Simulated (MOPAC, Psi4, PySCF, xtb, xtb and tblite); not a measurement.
Conformational energy of SMILES CCCCCCCC[Si](Cl)(Cl)Cl. Scanned: dihedral C4–C3–C2–C1; all other coordinates were relaxed at GFN2-xTB. Points at φ and −φ are mirror images.

Geometry of the scan point at -60° (Å):
```
29

C      4.2124     0.6277    -2.7185
C      3.2569     0.7537    -3.8995
C      1.8634     1.2452    -3.5057
C      1.1503     0.3303    -2.5124
C     -0.2872     0.7803    -2.2616
C     -1.0024    -0.1214    -1.2585
C     -2.4375     0.3335    -1.0053
C     -3.1496    -0.5817    -0.0038
Si    -4.9454    -0.0636     0.3685
Cl    -4.9819     1.7941     1.1672
Cl    -5.7800    -1.3596     1.6823
Cl    -6.0373    -0.0613    -1.3337
H      5.2125     0.3824    -3.0691
H      3.8920    -0.1566    -2.0381
H      4.2633     1.5649    -2.1680
H      3.1681    -0.2176    -4.3925
H      3.6779     1.4537    -4.6250
H      1.2555     1.3281    -4.4100
H      1.9457     2.2452    -3.0724
H      1.1460    -0.6909    -2.9015
H      1.6888     0.3245    -1.5637
H     -0.2834     1.8061    -1.8856
H     -0.8382     0.7775    -3.2049
H     -0.4514    -0.1202    -0.3150
H     -1.0090    -1.1467    -1.6361
H     -2.4282     1.3563    -0.6241
H     -2.9851     0.3379    -1.9495
H     -2.5732    -0.5990     0.9237
H     -3.1344    -1.6024    -0.3919
```

Levels of theory: GFN2-xTB (xtb and tblite); B3LYP/def2-SVP // GFN2-xTB (Psi4); B3LYP-D3(BJ)/def2-SVP // GFN2-xTB (Psi4); PBE/def2-SVP // GFN2-xTB (Psi4); PBE-D3(BJ)/def2-SVP // GFN2-xTB (Psi4); AM1, restricted, heats of formation // GFN2-xTB (MOPAC); PM7, restricted, heats of formation // GFN2-xTB (MOPAC); GFN1-xTB // GFN2-xTB (xtb); RKS-B3LYP/6-31G* = restricted B3LYP/6-31G*, spherical d, density fitting // GFN2-xTB in PySCF; RHF/3-21G = restricted Hartree-Fock/3-21G, density fitting // GFN2-xTB (PySCF); RKS-BP86/6-31G* = restricted BP86/6-31G*, spherical d, density fitting // GFN2-xTB (PySCF).

Least-squares fit of E(φ) = a0 + Σ (a_n cos nφ + b_n sin nφ), n = 1 to 4, to the 12 scan points, in kJ/mol above the lowest point of each profile (levels whose profile four harmonics don't fit are not listed):

```csv
method,a0,a1,b1,a2,b2,a3,b3,a4,b4,rms of fit
GFN2-xTB,7.62,4.09,0.00,2.38,0.00,6.03,0.00,0.10,0.00,0.25
B3LYP/def2-SVP,9.45,4.20,0.00,1.88,0.00,7.18,0.00,0.05,0.00,0.25
B3LYP-D3(BJ)/def2-SVP,8.43,3.00,0.00,1.87,0.00,7.37,0.00,0.06,0.00,0.28
PBE/def2-SVP,8.99,3.76,0.00,1.85,0.00,7.14,0.00,0.04,0.00,0.26
PBE-D3(BJ)/def2-SVP,8.34,3.01,0.00,1.86,0.00,7.25,0.00,0.05,0.00,0.28
AM1,6.38,4.46,0.00,1.95,0.00,3.83,0.00,0.00,0.00,0.27
PM7,5.44,3.83,0.00,2.01,0.00,3.53,0.00,-0.12,0.00,0.14
GFN1-xTB,5.79,2.70,0.00,1.70,0.00,4.68,0.00,-0.22,0.00,0.12
RKS-B3LYP/6-31G*,9.50,4.59,0.00,1.98,0.00,7.16,0.00,0.25,0.00,0.26
RHF/3-21G,10.20,4.86,0.00,2.55,0.00,7.86,0.00,-0.12,0.00,0.23
RKS-BP86/6-31G*,9.16,4.38,0.00,1.87,0.00,6.98,0.00,0.31,0.00,0.27
```
